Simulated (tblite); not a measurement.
C₅H₃O₄S₂ (charge -1).
SMILES: `O=S(=O)([O-])C1=CC(=S)C=CO1`

Structure optimised with GFN2-xTB, isolated species.

Masses are those of the commonest isotopes; rigid-rotor values at the optimised geometry. 

Q: What are A, B and C (GHz)?

A: Ia = 271.77, Ib = 983.64, Ic = 1159.04 u·Å²; 505379 MHz·u·Å²/I gives 1860, 513.8 and 436.0 MHz, that is A = 1.8596, B = 0.5138, C = 0.4360 GHz.

Q: What kind of rotor is it?

A: An asymmetric top; Ray's κ = -0.891.

Q: What does the inertial defect say?

A: Not planar: Δ = Ic − Ia − Ib = -96.38 u·Å². For a rigid frame Δ = −2 Σ m c², so Σ m c² = 48.19 u·Å² lies off the ab plane: 0.00 from hydrogen and 48.19 from heavier atoms. The atom farthest from that plane is 1.23 Å away.

Q: Give the coordinates in the principal-axis frame, origin at the centre of mass.

A: The sense of each axis is arbitrary; atoms in the order of the calculation.
| atom | mass (u) | a (Å) | b (Å) | c (Å) |
| --- | --- | --- | --- | --- |
| O1 | 15.995 | 2.580 | -0.250 | 1.230 |
| S2 | 31.972 | 2.074 | 0.334 | 0.000 |
| O3 | 15.995 | 2.588 | -0.253 | -1.225 |
| O4 | 15.995 | 1.973 | 1.781 | -0.002 |
| C5 | 12.000 | 0.310 | -0.223 | -0.002 |
| C6 | 12.000 | -0.754 | 0.607 | -0.001 |
| C7 | 12.000 | -2.085 | 0.086 | 0.000 |
| S8 | 31.972 | -3.454 | 1.021 | 0.000 |
| C9 | 12.000 | -2.158 | -1.348 | 0.001 |
| C10 | 12.000 | -1.030 | -2.084 | 0.000 |
| O11 | 15.995 | 0.202 | -1.554 | -0.002 |
| H12 | 1.008 | -0.572 | 1.669 | -0.002 |
| H13 | 1.008 | -3.128 | -1.822 | 0.002 |
| H14 | 1.008 | -1.015 | -3.165 | 0.001 |

Q: Where do the levels up to J = 2 lie, in MHz?

A: Above 0(0,0):
J = 1: 1(0,1) 950, 1(1,1) 2296, 1(1,0) 2373
J = 2: 2(0,2) 2846, 2(1,2) 4118, 2(1,1) 4351, 2(2,1) 8388, 2(2,0) 8391
Those of J = 1 are B + C, A + C and A + B.

Q: Estimate the classical rotational partition function at 10 K, 298.15 K and 500 K.

A: Point group Cs, symmetry number σ = 1; q = (√π/σ)·√((kT/h)³/(ABC)), k/h = 20836.6 MHz/K: 8260 at 10 K, 1340000 at 298.15 K, 2920000 at 500 K.

Its lowest GFN2-xTB frequency is 7i cm⁻¹, too small to tell a flat minimum from a shallow saddle. These are rigid-rotor constants of the computed structure; measured ground-state constants (B0) also hold zero-point vibration.

Time: 1.1 s. Hardware: an Intel Xeon at 2.50 GHz with one thread, shared host. That covers the optimisation of the geometry.

Conformer computed: `[O:1]=[S:2](=[O:3])([O-:4])[c:5]1[cH:6][c:7](=[S:8])[cH:9][cH:10][o:11]1`: O1–S2–C5–C6 120°.
